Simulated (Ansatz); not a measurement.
One change: `C=[CH][ZnH]` becomes `C=CF`.

Ansatz, PBE0-D4/def2-TZVP geometries, multiplicity 1. 

Scalar relativity is left out up to krypton.

```csv
property,`C=[CH][ZnH]`
HOMO energy (B3LYP/def2-TZVPP) / eV,-7.44
LUMO energy (PBE0/def2-TZVPP) / eV,-0.83
"ideal-gas entropy at 298 K and 1 bar (rigid rotor, harmonic PBE0-D4/def2-TZVP) / J/(mol·K)",286
size of the dipole moment (PBE/def2-TZVPP) / D,0.49
size of the dipole moment (ωB97M-V/def2-TZVPP) / D,0.39
LUMO energy (ωB97M-V/def2-TZVPP) / eV,0.76
```

**Question.** What does the change do to each property? (Estimate.)

**Answer.** The calculation gave: 
| property | `C=CF` | shift |
| --- | --- | --- |
| HOMO energy (B3LYP/def2-TZVPP) / eV | -7.53 | -0.09 |
| LUMO energy (PBE0/def2-TZVPP) / eV | 0.26 | 1.09 |
| ideal-gas entropy at 298 K and 1 bar (rigid rotor, harmonic PBE0-D4/def2-TZVP) / J/(mol·K) | 252 | -34 |
| size of the dipole moment (PBE/def2-TZVPP) / D | 1.20 | 0.71 |
| size of the dipole moment (ωB97M-V/def2-TZVPP) / D | 1.34 | 0.95 |
| LUMO energy (ωB97M-V/def2-TZVPP) / eV | 2.43 | 1.67 |

With PBE0 the HOMO falls by 0.14 eV and the LUMO rises by 1.09 eV, so the gap widens by about 1.23 eV. PBE moves the HOMO by -0.06 eV and ωB97M-V by -0.24 eV. The zero-point energy changes by -9.0 kJ/mol with -3 modes. Dipoles are sizes alone; their direction can turn.

B3LYP here is the variant with VWN-RPA as its local correlation; programs differ in this.
